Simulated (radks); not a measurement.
Spherical quantum dot in the effective-mass picture: electrons in a hard-walled sphere of radius 4.59, with a point charge +2 (a donor) at the centre, all in effective atomic units (hartree* = m*/eps^2 hartree, bohr* = eps/m* bohr), one dielectric constant everywhere. Method: non-relativistic Kohn-Sham, PBEsol, spin-polarised, spherical densities; computed with a radial shooting solver with Libxc functionals. Levels are named by radial order and angular momentum (1s, 1p, 1d, 2s, ...), and open shells are averaged over m. Results are scaled to m* = 0.04 and eps = 9.4, for which hartree* = 12.32 meV and bohr* = 12.44 nm.

N = 24, configuration 1s2 1p6 1d10 2s2 1f(up 4, down 0). This is the lowest configuration that the search found. Occupied and some empty levels:

| level | occupation | eigenvalue (meV) | <r> (nm) |
|---|---|---|---|
| 1s up | 1 | 75.504 | 30.49 |
| 1s down | 1 | 75.773 | 28.36 |
| 1p up | 3 | 77.646 | 40.50 |
| 1p down | 3 | 78.109 | 40.33 |
| 2s up | 1 | 78.777 | 21.89 |
| 2s down | 1 | 78.974 | 23.85 |
| 1d up | 5 | 80.206 | 41.74 |
| 1d down | 5 | 80.695 | 41.64 |
| 1f up | 4 | 83.718 | 42.72 |
| 1f down | 0 | 84.227 | 42.66 |
| 1g up | 0 | 88.121 | 43.55 |
| 1g down | 0 | 88.643 | 43.51 |
| 2p up | 0 | 91.180 | 28.27 |
| 2p down | 0 | 91.349 | 28.21 |
| 2d up | 0 | 97.765 | 32.20 |
| 2d down | 0 | 98.007 | 32.13 |

Energy (meV): total 928.746, kinetic 273.74, external -252.79, Hartree 1021.2, exchange-correlation -113.41.
